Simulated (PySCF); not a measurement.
C₇H₈.
Numbering: `[CH3:1][c:2]1[cH:3][cH:4][cH:5][cH:6][cH:7]1` (hydrogens: H8, H9, H10 on C1; H11 on C3; H12 on C4; H13 on C5; H14 on C6; H15 on C7)

Cartesian coordinates in Å at the GFN2-xTB level; atoms count from 1:
```
atom  x, y, z in Å
C1     2.1959   -0.2589   -0.0932
C2     0.7090   -0.0753   -0.0396
C3    -0.1324   -1.1820   -0.0157
C4    -1.5048   -1.0263    0.0470
C5    -2.0588    0.2422    0.0866
C6    -1.2308    1.3506    0.0639
C7     0.1428    1.1916    0.0007
H8     2.5643   -0.6146    0.8694
H9     2.4651   -0.9982   -0.8455
H10    2.6971    0.6775   -0.3258
H11    0.2959   -2.1742   -0.0475
H12   -2.1450   -1.8966    0.0653
H13   -3.1308    0.3652    0.1353
H14   -1.6547    2.3439    0.0948
H15    0.7827    2.0630   -0.0176
```

Computed with PBE0/pcSseg-1 in PySCF (dipole) on a GFN2-xTB geometry, gas phase.

Masses are those of the commonest isotopes; rigid-rotor values at the optimised geometry. 

Problem. What are A, B and C (GHz)?

Solution. Ia = 90.10, Ib = 197.39, Ic = 284.37 u·Å²; 505379 MHz·u·Å²/I gives 5609, 2560 and 1777 MHz, that is A = 5.6091, B = 2.5603, C = 1.7772 GHz.

Problem. What kind of rotor is it?

Solution. An asymmetric top; Ray's κ = -0.591.

Problem. What does the inertial defect say?

Solution. Not planar: Δ = Ic − Ia − Ib = -3.12 u·Å². For a rigid frame Δ = −2 Σ m c², so Σ m c² = 1.56 u·Å² lies off the ab plane, practically all of it from hydrogen. The atom farthest from that plane is 0.99 Å away.

Problem. Give the other two planar moments, Paa and Pbb, and the rms extents of the mass along the axes.

Solution. Paa = Σ m a² = (Ib + Ic − Ia)/2 = 195.83 and Pbb = Σ m b² = (Ia + Ic − Ib)/2 = 88.54 u·Å². With the mass M = 92.06 u, the rms extents √(P/M) along a, b and c are 1.46, 0.98, 0.13 Å.

Problem. Which lines would a microwave search look for?

Solution. The dipole components are |μa| = 0.41 D, |μb| = 0.04 D, |μc| = 0.04 D. Intensities carry the squares of the components, which stand as 1.00 : 0.01 : 0.01 (a : b : c). Some lines, for components of 0.1 D or more:

```json
{"type": "a", "branch": "Q", "J(Ka,Kc)": "1(1,0) ← 1(1,1)", "MHz": "783", "lower level (cm⁻¹)": "0.246"}
{"type": "a", "branch": "Q", "J(Ka,Kc)": "2(1,1) ← 2(1,2)", "MHz": "2349", "lower level (cm⁻¹)": "0.510"}
{"type": "a", "branch": "R", "J(Ka,Kc)": "1(0,1) ← 0(0,0)", "MHz": "4337", "lower level (cm⁻¹)": "0.000"}
{"type": "a", "branch": "R", "J(Ka,Kc)": "2(1,2) ← 1(1,1)", "MHz": "7892", "lower level (cm⁻¹)": "0.246"}
{"type": "a", "branch": "R", "J(Ka,Kc)": "2(0,2) ← 1(0,1)", "MHz": "8542", "lower level (cm⁻¹)": "0.145"}
{"type": "a", "branch": "R", "J(Ka,Kc)": "2(1,1) ← 1(1,0)", "MHz": "9458", "lower level (cm⁻¹)": "0.272"}
```

Whether it is a minimum is left open (no frequencies). These are rigid-rotor constants of the computed structure; measured ground-state constants (B0) also hold zero-point vibration. A rigid rotor knows nothing of internal rotation, which can split or shift real lines.
